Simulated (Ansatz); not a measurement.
Species: CH5OSi (charge 0, doublet). It need not be the lowest isomer of its formula. 
Coordinates optimised at B3LYP-D3(BJ)/def2-TZVP (Ansatz, a quantum-chemistry and plane-wave program):
```xyz
8

C      1.5895     0.1852    -0.2934
O      0.3322    -0.4703    -0.3506
Si    -1.0430     0.0571     0.3925
H      1.4867     1.2626    -0.4566
H      2.0717     0.0181     0.6735
H      2.2212    -0.2309    -1.0776
H     -1.2194     1.5222     0.1450
H     -2.1537    -0.7205    -0.2150
```
Charge 0, spin multiplicity 2.

Wanted: atomisation energy (electronic, to ground-state atoms), in kcal/mol. Correlated levels leave the core frozen unless marked. UHF or UKS for open shells. No spin-orbit coupling. Non-relativistic. The coupled-cluster limit lacks core correlation, which all-electron functionals hold. CBS marks a two-point X^-3 extrapolation of the correlation energy; Hartree-Fock from the larger set.

```tsv
level	program	atomisation energy (kcal/mol)	minus last row
HF/6-31G	Ansatz	410.5	-236.7
HF/def2-SVPD	Ansatz	477.9	-169.3
r2SCAN-D4/def2-TZVPD	Ansatz + dftd4	648.9	1.7
PBE0-D3(BJ)/def2-TZVP	Ansatz + dftd3	642.9	-4.3
PBE0-D4/def2-TZVPD	Ansatz + dftd4	643.1	-4.1
CCSD/def2-SVPD	Ansatz	607.2	-40.0
CCSD(T)/CBS(aug-cc-pV(T+d)Z,aug-cc-pV(Q+d)Z)	Ansatz	647.2	0.0
```
